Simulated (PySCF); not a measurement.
## Static response to an electric field

Compound: C₄H₁₁NOSi.
Numbering: `[OH:1][SiH2:2][NH:3][CH:4]1[CH2:5][CH2:6][CH2:7]1` (hydrogens: H8 on O1; H9, H10 on Si2; H11 on N3; H12 on C4; H13, H14 on C5; H15, H16 on C6; H17, H18 on C7)

Cartesian coordinates in Å at the GFN2-xTB level; atoms count from 1:
```
atom  x, y, z in Å
O1     3.097   -0.150   -1.080
Si2    2.422    0.217    0.352
N3     0.806   -0.384    0.387
C4    -0.162   -0.112   -0.634
C5    -1.388   -1.047   -0.694
C6    -2.299    0.183   -0.816
C7    -1.117    1.088   -0.440
H8     3.068   -1.043   -1.413
H9     2.610    1.665    0.349
H10    3.058   -0.467    1.477
H11    0.366   -0.466    1.291
H12    0.364   -0.060   -1.588
H13   -1.415   -1.755   -1.519
H14   -1.530   -1.588    0.241
H15   -2.647    0.349   -1.833
H16   -3.154    0.210   -0.143
H17   -0.941    1.951   -1.077
H18   -1.147    1.415    0.598
```

Level: PBE0/def2-SVPD (PySCF), static field, nuclei fixed, core orbitals frozen in the response. The polarisability tensor in these axes (au):

```
x   95.58  1.41  5.55
y    1.41 78.32  0.76
z    5.55  0.76 74.61
```

Q: Give the principal values, the mean and the anisotropy Δα = √{½[(α1 − α2)² + (α2 − α3)² + (α1 − α3)²]}.

A: Principal values 73.20, 78.23 and 97.08 au; mean 82.84 au = 12.28 Å³ = 13.66 × 10⁻⁴⁰ C²·m²/J; Δα = 21.80 au (26 % of the mean).

Q: What is the dipole moment, and where does it point?

A: (-1.42, -0.92, 0.30) D, 1.72 D in size, pointing from the negative to the positive side. Measured along this direction, the outermost atoms are H9 at the negative end and H16 at the positive end.

Q: Refractivity n − 1 of an ideal gas of it at 350 K and 1 atm, from the electronic α?

A: N = p/kT = 2.0968 × 10¹⁹ cm⁻³, so n − 1 = 2π × N × 12.28 × 10⁻²⁴ cm³ = 1617 × 10⁻⁶ at long wavelengths, for an ideal gas.

Q: Find the Langevin capture rate constant for H3+ (3.023 u) meeting this molecule (117.061 u), k = 2.342 × 10⁻⁹ cm³/s × √(α in Å³ / reduced mass in u).

A: The reduced mass is 2.95 u, so k = 4.78 × 10⁻⁹ cm³/s. The formula leaves out the permanent dipole, which adds to the capture rate.

Q: Estimate the molar refractivity from the static electronic polarisability.

A: Lorentz–Lorenz: R = (4π/3)N_A α = 2.5225 cm³/(mol·Å³) × 12.28 Å³ = 31.0 cm³/mol, in the limit of long wavelengths.

Q: Traceless (Buckingham) quadrupole moment about the centre of nuclear charge: eigenvalues?

A: -7.53, 0.89, 6.64 D·Å. The values depend on the origin, since the dipole doesn't vanish. The electronic extent ⟨r²⟩ about the same centre is 1224 bohr², a root-mean-square distance of 2.31 Å for the 64 electrons.

Q: Sum over states: ᾱ = Σ f/ω², ω in Eh. What share falls to these 8 lowest TDDFT singlets (eV, f)? 5.99, 0.0256; 6.20, 0.0275; 6.79, 0.0064; 7.02, 0.0542; 7.11, 0.0038; 7.35, 0.0152; 7.64, 0.0015; 7.77, 0.0155.

A: They add up to 2.45 au, 3.0 % of the 82.84 au; the largest single term is 0.81 au, from the state at 7.02 eV. Terms in order: 0.53, 0.53, 0.10, 0.81, 0.06, 0.21, 0.02, 0.19 au. Higher excitations give the rest. The strengths listed sum to 0.150.

One conformer (not necessarily the lowest) at the GFN2-xTB geometry, without solvent, vibrations or thermal averaging.
